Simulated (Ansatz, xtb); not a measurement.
C4H8F2Se: which of two isomers lies lower

We compare a, `CCC(F)(F)C[SeH]`, a singlet, with b, `C[Se][C@H](C)C(F)F`, a singlet. Both are isolated molecules in the gas phase, relaxed with r2SCAN-D4/def2-SVP; each stands in its lowest conformer found.

Q: Estimate which is lower in electronic energy at CCSD(T)/def2-SVP + ΔMP2/def2-TZVPP, and by roughly how much.

A: The CCSD(T)/def2-SVP + ΔMP2/def2-TZVPP calculation puts structure a lower, by 5.0 kcal/mol.

The same difference at several levels:

```tsv
level	geometry	E(b) − E(a) (kcal/mol)	departure from the last row (kcal/mol)	job, with rough time for the two
GFN2-xTB	GFN2-xTB	+7.0	+1.9	optimisation, 0.16 s
HF/STO-3G	GFN2-xTB	+3.1	−1.9	single point, 0.48 s
r2SCAN-D4/def2-SVP//GFN2-xTB	GFN2-xTB	+8.1	+3.1	single point, 2.9 s
r2SCAN-D4/def2-SVP	r2SCAN-D4/def2-SVP	+8.6	+3.5	optimisation, 29 s
HF/def2-SVP	r2SCAN-D4/def2-SVP	+8.9	+3.8	part of the CCSD(T) run
MP2/def2-SVP	r2SCAN-D4/def2-SVP	+8.5	+3.5	part of the CCSD(T) run
CCSD(T)/def2-SVP	r2SCAN-D4/def2-SVP	+9.4	+4.4	single point
CCSD(T)/def2-SVP + ΔMP2/def2-TZVPP	r2SCAN-D4/def2-SVP	+5.0		single point, 82 s
```

As drawn, b has 1 C–Se, 1 C–H in place of 1 C–C, 1 Se–H.

The levels shown agree on the order. The largest departure from CCSD(T)/def2-SVP + ΔMP2/def2-TZVPP is that of CCSD(T)/def2-SVP, 4.4 kcal/mol. The last row adds to CCSD(T) the change of the MP2 difference between the two basis sets, here −4.4 kcal/mol, a large step that makes the value less sure.

With thermal terms from frequencies at re-optimised GFN2-xTB minima (ideal gas, soft modes damped towards free rotors, one conformer each, 298.15 K, 1 atm): on the last row, ΔE + ΔZPE = +6.1, ΔH = +6.4, ΔG = +5.7 kcal/mol.

The correlated steps freeze 15 core orbitals; the filled d shell of Se is correlated, in a basis made for valence electrons. Mirror images aren't counted in ΔG. Run with Ansatz 0.2.0, xtb 6.7.1; the last row on 4 threads of Intel(R) Xeon(R) Platinum 8375C CPU @ 2.90GHz (Ice Lake) on a shared host.
